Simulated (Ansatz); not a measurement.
# Pulling the pair apart

The pair of NH₃ (SMILES N, atoms 1–4) and CH₃I (SMILES CI, atoms 5–9), both closed shells, in one local arrangement (a lower one may exist), relaxed at PBE0-D4/def2-TZVP:

```
atom    x (Å)    y (Å)    z (Å)
  N1  -0.0179   0.0968  -1.7732
  H2   0.7110  -0.5588  -1.5146
  H3  -0.6580  -0.3936  -2.3857
  H4   0.4185   0.8286  -2.3204
  C5  -0.2698   0.1606   1.5987
  I6   1.3422  -1.2365   1.5998
  H7   0.0612   1.0345   2.1517
  H8  -0.4758   0.3874   0.5541
  H9  -1.1115  -0.3187   2.0893
```

CH₃I is shifted rigidly along the line between the mean atom positions of the two fragments (negative: closer). Counterpoise interaction energies in kJ/mol. Ansatz 0.2.0; basis: def2-TZVPPD; cores frozen in the correlated methods. Filled d shells of the heavier atoms are correlated. Core potentials replace the inner electrons of the atoms past krypton. The def2 sets are not built for correlating such inner shells, so the correlated values are less sure here.

```csv
shift (Å),PBE0-D4,PBE-D4,r2SCAN-D4
-0.39,-6.2,-6.8,-3.9
-0.19,-13.2,-13.7,-11.3
0.00,-15.1,-15.6,-13.5
0.19,-14.6,-15.0,-13.2
0.46,-12.4,-12.8,-11.2
0.97,-8.0,-8.2,-7.2
1.94,-3.1,-3.1,-2.9
3.87,-0.7,-0.7,-0.7
```

Task: What does CCSD(T) give at these shifts? (To be estimated.)

Result: The calculation gives: -0.5, -9.2, -12.2, -12.4, -10.8, -7.0, -2.8, -0.7 kJ/mol. For zero shift, CCSD(T) at an estimated basis limit (MP2 extrapolated from triple and quadruple zeta, plus CCSD(T) − MP2 in triple zeta) gives -13.8 kJ/mol. These are counterpoise interaction energies, counted from the two frozen fragments.

T1 diagnostic: at most 0.009.

For scale, one of the runs: CCSD(T)/def2-TZVPPD, 235 basis functions, launched by `ansatz run in.yaml --threads 4 --pin off --events-out ev --progress --plain --max-ram 9574MiB`. The run took 2.2 min on 4 CPU threads of an AMD EPYC 9R14 (shared host), with 4.8 GiB of host memory at its peak.
